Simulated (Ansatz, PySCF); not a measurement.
Breaking a bond: MgC, lowest singlet found (which spin is the ground state isn't settled by this scan).

- RKS-B3LYP/6-311+G** = PySCF 2.14.0 with restricted B3LYP/6-311+G**, spherical d
- RCCSD = CCSD on RHF/aug-cc-pVDZ, frozen core (Ansatz, an electronic-structure program)
- FCI = Ansatz with full CI/aug-cc-pVDZ, frozen core

Energies relative to the lowest point of each curve between 1.89 and 2.60 Å, where full CI is lowest, in kJ/mol:

```json
[
 {"R / Å": "1.89", "RKS-B3LYP/6-311+G**": "26.3", "RCCSD": "32.6"},
 {"R / Å": "1.99", "RKS-B3LYP/6-311+G**": "6.7", "RCCSD": "9.9"},
 {"R / Å": "2.04", "RKS-B3LYP/6-311+G**": "2.0", "RCCSD": "4.0"},
 {"R / Å": "2.14", "RKS-B3LYP/6-311+G**": "0.0", "RCCSD": "0.0"},
 {"R / Å": "2.19", "RKS-B3LYP/6-311+G**": "1.7", "RCCSD": "1.0"},
 {"R / Å": "2.24", "RKS-B3LYP/6-311+G**": "4.6", "RCCSD": "3.5"},
 {"R / Å": "2.35", "RKS-B3LYP/6-311+G**": "14.3", "RCCSD": "12.7"},
 {"R / Å": "2.44", "RKS-B3LYP/6-311+G**": "24.1", "RCCSD": "22.6"},
 {"R / Å": "2.60", "RKS-B3LYP/6-311+G**": "43.0", "RCCSD": "41.6"},
 {"R / Å": "2.76", "RKS-B3LYP/6-311+G**": "61.4", "RCCSD": "59.3"},
 {"R / Å": "2.92", "RKS-B3LYP/6-311+G**": "77.9", "RCCSD": "74.0"},
 {"R / Å": "3.49", "RKS-B3LYP/6-311+G**": "118.4", "RCCSD": "100.5"}
]
```

Question: Estimate the FCI values at these points.

Answer: 1.89: 32.4; 1.99: 9.8; 2.04: 3.9; 2.14: 0.0; 2.19: 1.1; 2.24: 3.7; 2.35: 13.4; 2.44: 23.9; 2.60: 45.3; 2.76: 66.8; 2.92: 86.3; 3.49: 128.5 (kJ/mol).

The scan ran from 1.57 to 7.42 Å; beyond the distances shown full CI changes its symmetry label. The restricted form behind RKS-B3LYP/6-311+G** keeps the bonding electrons paired and can't separate into open-shell fragments. The T1 diagnostic of CCSD on the restricted reference of RCCSD exceeds 0.045 at 1.89 to 2.92 Å. At the minimum RCCSD lies far from FCI: another state is possible. Also computed but left out beside FCI, since their determinant holds another spin at the minimum (<S²> over 0.7 above the pure value): UHF, UMP2, UCCSD, UCCSD(T), UCCSDT, UCCSDT(Q), UKS-BLYP, UKS-PBE0, UKS-PBE, UKS-B3LYP/6-31G*, UKS-B3LYP/6-311+G**, UHF/LANL2DZ, UKS-LDA (SVWN5)/6-31G*.
